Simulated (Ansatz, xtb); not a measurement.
# C4H6BNO: 8 structures ranked

8 gas-phase structures of C4H6BNO, from a drawn sample of its isomers (lower ones may exist). Each was relaxed with GFN2-xTB; where two conformers were screened, the lower at r2SCAN-D4/def2-SVP//GFN2-xTB is listed:

A. `BC1(C#N)COC1`, a singlet
B. `B[C@@]1(C#N)CCO1`, a singlet
C. `B[C@@H]1CO[C@H]1C#N`, a singlet
D. `B[C@@H]1OC[C@H]1C#N`, a singlet
E. `B[C@@H]1C[C@H](C#N)O1`, a singlet
F. `B[C@@H]1OC[C@@H]1C#N`, a singlet
G. `B[C@@H]1CO[C@@H]1C#N`, a singlet
H. `B[C@@H]1C[C@@H](C#N)O1`, a singlet

Make a reasoned guess at their ranking by r2SCAN-D4/def2-SVP//GFN2-xTB single-point energy.

Calculated order at r2SCAN-D4/def2-SVP//GFN2-xTB: D (0.0), G (0.2), C (0.2), F (0.4), H (0.4), A (0.4), E (0.6), B (0.9) kcal/mol. Less than 1 kcal/mol parts D and G; G and C; C and F; F and H; H and A; A and E; E and B, so the order within those pairs means little. CCSD(T)/def2-SVP + ΔMP2/def2-TZVPP after further relaxation puts A lowest instead.

Energies above the lowest of each column, in kcal/mol; the last columns are at r2SCAN-D4/def2-SVP geometries and were run for some of them only (a dash: not run or not comparable):

| structure | GFN2-xTB | HF/STO-3G | r2SCAN-D4/def2-SVP//GFN2-xTB | r2SCAN-D4/def2-SVP | CCSD(T)/def2-SVP + ΔMP2/def2-TZVPP |
| --- | --- | --- | --- | --- | --- |
| D | 0.0 | 1.0 | 0.0 | 1.4 | 1.2 |
| G | 1.2 | 0.4 | 0.2 | 1.8 | 1.6 |
| C | 0.8 | 0.0 | 0.2 | 1.9 | 1.8 |
| F | 0.2 | 1.4 | 0.4 | 2.0 | 2.0 |
| H | 2.0 | 0.3 | 0.4 | 2.1 | 1.9 |
| A | 0.1 | 1.2 | 0.4 | 0.0 | 0.0 |
| E | 2.0 | 0.3 | 0.6 | – | – |
| B | 0.7 | 0.9 | 0.9 | – | – |

CCSD(T)/def2-SVP + ΔMP2/def2-TZVPP puts A lowest of those it was run on; HF/STO-3G picks C, r2SCAN-D4/def2-SVP//GFN2-xTB picks D. CCSD(T)/def2-SVP + ΔMP2/def2-TZVPP orders those it was run on as A (0.0), D (1.2), G (1.6), C (1.8), H (1.9), F (2.0) kcal/mol. Less than 1 kcal/mol parts D and G; G and C; C and H; H and F, so the order within those pairs means little. Flexible structures stand in one conformer each, not always the lowest. Frequencies (GFN2-xTB) were run for A, C, D, F, G, H alone. ΔMP2 is the change of the MP2 energy from the smaller to the larger basis.

Over these structures GFN2-xTB departs from r2SCAN-D4/def2-SVP//GFN2-xTB by 0.7 kcal/mol on average once a common shift is removed. A GFN2-xTB relaxation took about 0.16 s and the r2SCAN-D4/def2-SVP//GFN2-xTB energy about 2.7 s on a shared host (Ansatz 0.2.0, xtb 6.7.1).
